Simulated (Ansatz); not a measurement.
`CC[O][Sb]([SiH3])[N](C)C` + H₂ → `CC[O][SbH][SiH3]` + `CNC`  (hydrogenolysis of the Sb–N bond)

Gas-phase electronic energies from Ansatz, PBE0-D4/def2-TZVP geometries. CBS: MP2 limit from def2 TZ/QZ plus the TZ coupled-cluster correction, frozen cores. This one scheme is used for every species. def2 core potentials past Kr. For Sb outer-core shells are correlated without core-valence functions, which leaves a few kJ/mol of doubt a bond. Each species was taken in one conformer, which may not be the lowest.

`CC[O][Sb]([SiH3])[N](C)C`:

Z-matrix (Å, degrees):
```
C
C 1 1.510
H 1 1.092 2 110.4
H 1 1.093 2 110.6 3 -120.1
H 1 1.092 2 110.5 3 119.7
O 2 1.412 1 108.8 3 -59.9
H 2 1.101 1 109.9 3 178.8
H 2 1.099 1 109.9 3 61.2
Sb 6 1.979 2 117.7 1 178.6
Si 9 2.601 6 86.7 2 -172.2
N 9 2.012 6 95.4 2 -72.4
H 10 1.490 9 109.8 6 165.8
H 10 1.488 9 109.1 6 -75.9
H 10 1.486 9 111.4 6 44.9
C 11 1.439 9 122.5 6 -54.2
C 11 1.439 9 120.0 6 147.4
H 15 1.099 11 110.2 9 144.3
H 15 1.102 11 112.9 9 -95.8
H 15 1.091 11 110.4 9 25.8
H 16 1.101 11 113.0 9 99.8
H 16 1.093 11 110.6 9 -21.0
H 16 1.099 11 110.6 9 -140.0
```

H₂:

Z-matrix (Å, degrees):
```
H
H 1 0.746
```

`CC[O][SbH][SiH3]`:

Z-matrix (Å, degrees):
```
C
C 1 1.510
H 1 1.092 2 110.3
H 1 1.093 2 110.5 3 120.1
H 1 1.092 2 110.5 3 -119.7
O 2 1.411 1 108.7 3 59.1
H 2 1.101 1 109.8 3 -179.2
H 2 1.101 1 109.9 3 -61.8
Sb 6 1.980 2 117.2 1 172.3
Si 9 2.579 6 90.4 2 161.6
H 9 1.725 6 95.9 2 71.6
H 10 1.486 9 109.4 6 73.7
H 10 1.484 9 110.7 6 -47.3
H 10 1.489 9 108.6 6 -167.9
```

`CNC`:

Z-matrix (Å, degrees):
```
C
N 1 1.445
H 1 1.094 2 109.4
H 1 1.092 2 110.0 3 117.9
H 1 1.104 2 114.0 3 -120.2
C 2 1.445 1 112.8 3 65.3
H 2 1.011 1 109.8 3 -171.9
H 6 1.104 2 114.0 1 54.9
H 6 1.094 2 109.4 1 -65.3
H 6 1.092 2 110.0 1 176.8
```

```json
{"species": "`CC[O][Sb]([SiH3])[N](C)C`", "CCSD(T)/CBS(def2) energy (Eh)": "-819.60346"}
{"species": "H₂", "CCSD(T)/CBS(def2) energy (Eh)": "-1.17544"}
{"species": "`CC[O][SbH][SiH3]`", "CCSD(T)/CBS(def2) energy (Eh)": "-685.77868"}
{"species": "`CNC`", "CCSD(T)/CBS(def2) energy (Eh)": "-135.00321"}
```

(1) Work out ΔE.

Largest T1 diagnostic among the species: 0.014.

Results:

(1) ΔE = (-685.77868) + (-135.00321) − (-819.60346) − (-1.17544) = -0.00299 Eh = -7.9 kJ/mol.

In def2-TZVPP, CCSD(T) changes the Hartree–Fock value by +46.4 kJ/mol (the triples alone add +10.3 kJ/mol) and MP2 by +58.9 kJ/mol. From PBE to PBE0 (25 % exact exchange), in def2-TZVPP and without D4, ΔE moves by −8.3 kJ/mol. The D4 term adds +25.9 kJ/mol with B3LYP and +15.2 kJ/mol with PBE0; it sums over pairs of atoms, weighted by their polarisabilities, and B3LYP, whose exchange is more repulsive, gets the larger term.

B3LYP here is the variant with VWN-RPA as its local correlation; programs differ in this.
